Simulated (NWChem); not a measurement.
A series in which one site is exchanged, each optimised at PBE0/def2-SVP with NWChem, gas phase unless a solvent is named. For some, no frequency run checked for a minimum. def2 effective core potentials on Hf; no spin-orbit coupling.

A: [F][Ti]([F])([F])[F] (TiF4; site = Ti)
B: [F][Hf]([F])([F])[F] (HfF4; site = Hf)
C: [F][Ge]([F])([F])[F] (GeF₄; site = Ge)
D: FS(F)(F)F (SF4; site = S)

Values for A:

| Quantity | Value |
|---|---|
| dipole (D), PBE0/def2-SVP | 0.00 |
| orbital gap (eV), PBE0/def2-SVP | 9.36 |
| vertical ionisation energy, ΔSCF, PBE0/def2-SVP (eV) | 14.94 |
| static polarisability, PBE0/def2-SVPD (bohr³) | 32.1 |
| lowest singlet excitation, PBE0/def2-SVPD, TDA (eV) | 7.45 |

**Question.** How do these values change for the other members?

**Answer.** 
```tsv
change from A	B	C	D
dipole (D), PBE0/def2-SVP	0.00	0.00	+0.97
orbital gap (eV), PBE0/def2-SVP	+1.83	+1.37	-1.62
vertical ionisation energy, ΔSCF, PBE0/def2-SVP (eV)	-0.48	+0.25	-2.29
static polarisability, PBE0/def2-SVPD (bohr³)	+2.1	-5.3	-3.3
lowest singlet excitation, PBE0/def2-SVPD, TDA (eV)	+2.09	+1.35	-0.82
```
